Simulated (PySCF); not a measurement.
CH₅InOS₂, SMILES [SH][In]([SH])[O]C. Geometry optimised at B3LYP-D3(BJ)/def2-SVP. The structure was generated by enumeration; whether it is a known compound was not checked. The def2 effective core potentials stand for the cores of In; spin–orbit coupling is left out. Other conformers were not sampled.

Computed equilibrium geometry at B3LYP-D3(BJ)/def2-SVP (PySCF confirms it by a frequency run) as a Z-matrix (one conformer of several):
```
In
O 1 2.0078
C 2 1.4025 1 123.06
H 3 1.1056 2 108.95 1 161.71
H 3 1.1091 4 107.11 2 -122.18
H 3 1.1106 4 106.63 5 -114.45
S 1 2.4069 2 116.22 3 176.04
H 7 1.3547 1 92.50 2 179.29
S 1 2.4227 2 118.32 3 -5.13
H 9 1.3551 1 92.09 2 2.11
```
Charge 0, spin multiplicity 1.
